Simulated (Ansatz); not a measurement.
Level of theory: frozen-core CCSD(T)/cc-pVTZ // M06-2X/def2-TZVP (Ansatz, a quantum-chemistry and plane-wave program).

Ansatz 0.2 input:
```yaml
crystal:
  periodic: [false, false, false]
  atoms:
    - { symbol: B, position_ang: [0.956525, -0.046429, 0.038391] }
    - { symbol: C, position_ang: [-0.620487, 0.021118, -0.053311] }
    - { symbol: F, position_ang: [-1.24663, -0.844527, 0.796724] }
    - { symbol: F, position_ang: [-1.124241, 1.262819, 0.207894] }
    - { symbol: H, position_ang: [1.465828, -1.082092, 0.305571] }
    - { symbol: H, position_ang: [1.58616, 0.916382, -0.244101] }
    - { symbol: H, position_ang: [-0.936681, -0.245444, -1.074694] }
basis:
  gaussian: { orbitals: cc-pVTZ }
correlation:
  method: ccsd_t
```

Output:

```
Functional definition: HF
961 factors; integrals over basis functions are off by at most 1.1e-3 eV
mean field evaluation 1: about -7161.0920 eV, gradient 3.0e1 eV
mean field evaluation 2: about -7161.0946 eV, gradient 3.0e1 eV
mean field evaluation 4: about -7163.1021 eV, gradient 3.1e0 eV
mean field evaluation 8: about -7163.1363 eV, gradient 3.6e-4 eV
mean field evaluation 16: about -7163.1350 eV, gradient 4.8e-1 eV
mean field -7163.13629292 eV, -263.2404034167 hartree, gradient 3.1e-6 eV, S^2 0.000000; 0 other end points of the search recorded, 0 dependent functions left out
4 core orbitals not correlated
reference -7163.13629292 eV, -263.2404034167 hartree; 12, 12 occupied and 146, 146 virtual orbitals, 961 factors
second order -20.73434759 eV of doubles, -0.00000000 eV of singles
cycle   1  -20.82530476 eV  change   -9.1e-2 eV  update   8.9e-2
cycle   2  -21.27809939 eV  change   -4.5e-1 eV  update   2.5e-2
cycle   3  -21.38070509 eV  change   -1.0e-1 eV  update   1.2e-2
cycle   4  -21.36702015 eV  change    1.4e-2 eV  update   2.3e-3
cycle   5  -21.36636373 eV  change    6.6e-4 eV  update   1.1e-3
cycle   6  -21.36725107 eV  change   -8.9e-4 eV  update   3.4e-4
cycle   7  -21.36706034 eV  change    1.9e-4 eV  update   1.4e-4
cycle   8  -21.36698578 eV  change    7.5e-5 eV  update   4.4e-5
cycle   9  -21.36700489 eV  change   -1.9e-5 eV  update   1.6e-5
perturbative correction -0.66654791 eV, -0.0244951839 hartree
Total energy: -7185.16984572 eV, -264.0501215471 hartree
```

Cost: roughly 70 core-seconds.
